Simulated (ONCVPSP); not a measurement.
**Reading a pseudo-wave (Fe (Z = 26))**

Columns: radius, all-electron u(r) and pseudo u(r) of the 3p shell (level -60.04 eV) of iron in the configuration [Ne] 3s2 3p6 3d6 4s2; PBE, scalar-relativistic, ONCV scheme, ONCVPSP 4.0.1.

| r (bohr) | all-electron | pseudo |
| --- | --- | --- |
| 0.080 | -0.4489 | 0.0420 |
| 0.160 | -0.5929 | 0.1604 |
| 0.240 | -0.3102 | 0.3352 |
| 0.320 | 0.1243 | 0.5384 |
| 0.400 | 0.5315 | 0.7399 |
| 0.480 | 0.8405 | 0.9138 |
| 0.560 | 1.0388 | 1.0425 |
| 0.640 | 1.1391 | 1.1179 |
| 0.720 | 1.1644 | 1.1414 |
| 0.800 | 1.1371 | 1.1207 |
| 0.880 | 1.0759 | 1.0667 |
| 0.960 | 0.9954 | 0.9912 |
| 1.040 | 0.9056 | 0.9040 |
| 1.120 | 0.8136 | 0.8131 |
| 1.200 | 0.7239 | 0.7237 |
| 1.280 | 0.6391 | 0.6390 |
| 1.360 | 0.5608 | 0.5607 |
| 1.440 | 0.4897 | 0.4896 |
| 1.520 | 0.4259 | 0.4258 |
| 1.600 | 0.3692 | 0.3691 |
| 1.680 | 0.3191 | 0.3191 |
| 1.760 | 0.2752 | 0.2752 |
| 1.840 | 0.2369 | 0.2369 |
| 1.920 | 0.2036 | 0.2036 |
| 2.000 | 0.1747 | 0.1747 |
| 2.080 | 0.1498 | 0.1498 |

Q: How many radial nodes do the two functions have?

A: The all-electron 3p function has n − l − 1 = 1; the pseudo-wave has 0, since the states of the same l below it are removed with the core.

Q: At about which radius was the pseudo-wave matched?

A: 1.30 bohr. The columns agree to 0.0005 from 1.12 bohr on; several derivatives are matched, so the curves merge somewhat inside the radius.

Q: Is the pseudo-wave norm-conserving?

A: Yes: the ONCV scheme keeps the norm inside the radius equal to the all-electron one, which fixes the energy derivative of the logarithmic derivative at the level.
